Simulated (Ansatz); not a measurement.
Species: C$_{3}$H$_{9}$Si (charge 0, doublet). It need not be the lowest isomer of its formula. 
Structure (B3LYP-D3(BJ)/def2-TZVP (Ansatz, a program for electronic structure) minimum search):
```
Si
C 1 1.8861
H 2 1.0914 1 111.41
H 2 1.0914 3 108.02 1 122.68
H 2 1.0958 3 107.84 4 116.31
C 1 1.8861 2 110.08 3 179.59
H 6 1.0914 1 111.41 2 -179.59
H 6 1.0914 7 108.02 1 -122.68
H 6 1.0958 7 107.84 8 -116.31
C 1 1.8861 2 110.08 3 -58.88
H 10 1.0914 1 111.41 2 58.88
H 10 1.0914 11 108.02 1 -122.68
H 10 1.0958 11 107.84 12 -116.31
```
Charge 0, spin multiplicity 2.

Total electronic energies in hartree. Correlated levels leave the core frozen unless marked. Open shells are spin-unrestricted. Spin-orbit coupling is left out. Non-relativistic unless marked X2C. CBS marks a two-point X^-3 extrapolation of the correlation energy; Hartree-Fock from the larger set. [CCSD(T)-MP2]/basis is that difference in the basis named.

```csv
level,program,energy (Eh)
HF/cc-pV(D+d)Z,Ansatz,-407.77309
BLYP/def2-TZVPD,Ansatz,-409.17751
PBE0/STO-3G,Ansatz,-404.18740
LC-wPBE-D4/def2-TZVPD,Ansatz + dftd4,-409.11201
PBE-QIDH/def2-TZVPD,Ansatz,-408.87977
MP2/aug-cc-pV(D+d)Z,Ansatz,-408.32759
SCS-MP2/STO-3G,Ansatz,-403.26866
SCS-MP2/6-31G*,Ansatz,-408.20898
CCSD/cc-pVTZ,Ansatz,-408.51958
CCSD(T)/def2-SVP,Ansatz,-408.18542
CCSD(T)/def2-SVPD,Ansatz,-408.22151
CCSD(T)/cc-pV(Q+d)Z,Ansatz,-408.59571
X2C-CCSD(T)/cc-pVTZ-DK,Ansatz,-409.19193
"RI-MP2/CBS(def2-TZVPP,def2-QZVPP)+[CCSD(T)-MP2]/def2-SVP",Ansatz,-408.6286
"CCSD(T)/CBS(def2-TZVPPD,def2-QZVPPD)",Ansatz,-408.6219
```

Totals of different functionals don't rank their quality; only differences between species are comparable.
